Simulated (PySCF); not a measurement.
Stepwise substitution at one centre (Al Br-CH3). Isolated molecules, 0 K electronic values unless said otherwise. Strings in code marks are SMILES.

Computed with ωB97X-D3(BJ)/def2-TZVP // B3LYP-D3(BJ)/def2-TZVP in PySCF 2.14.0. Delta-SCF ions had no search for a lower state. Excitations are Tamm–Dancoff values on a coarser integration grid. The basis has no diffuse functions, so Rydberg states are missing or too high.

```csv
species,T1 excitation (TDA) (eV),S1 excitation (TDA) (eV),vertical ionisation energy (Delta-SCF) (eV),dipole moment (D),HOMO–LUMO gap (eV)
0 of 3 Br replaced by CH3,6.06,6.38,11.15,0.00,11.40
1 of 3 Br replaced by CH3 (`[Br][Al]([Br])[CH3]`),?,6.42,?,?,?
2 of 3 Br replaced by CH3 (`[CH3][Al]([Br])[CH3]`),5.70,5.93,10.15,2.24,11.26
3 of 3 Br replaced by CH3 (`[CH3][Al]([CH3])[CH3]`),5.74,5.99,9.88,0.00,?
```

Task: Some entries are withheld; supply them.

Result: 
- 1 of 3 Br replaced by CH3 (`[Br][Al]([Br])[CH3]`), T1 excitation (TDA) (eV): 6.18
- 1 of 3 Br replaced by CH3 (`[Br][Al]([Br])[CH3]`), vertical ionisation energy (Delta-SCF) (eV): 10.91
- 1 of 3 Br replaced by CH3 (`[Br][Al]([Br])[CH3]`), dipole moment (D): 1.98
- 1 of 3 Br replaced by CH3 (`[Br][Al]([Br])[CH3]`), HOMO–LUMO gap (eV): 11.57
- 3 of 3 Br replaced by CH3 (`[CH3][Al]([CH3])[CH3]`), HOMO–LUMO gap (eV): 11.49
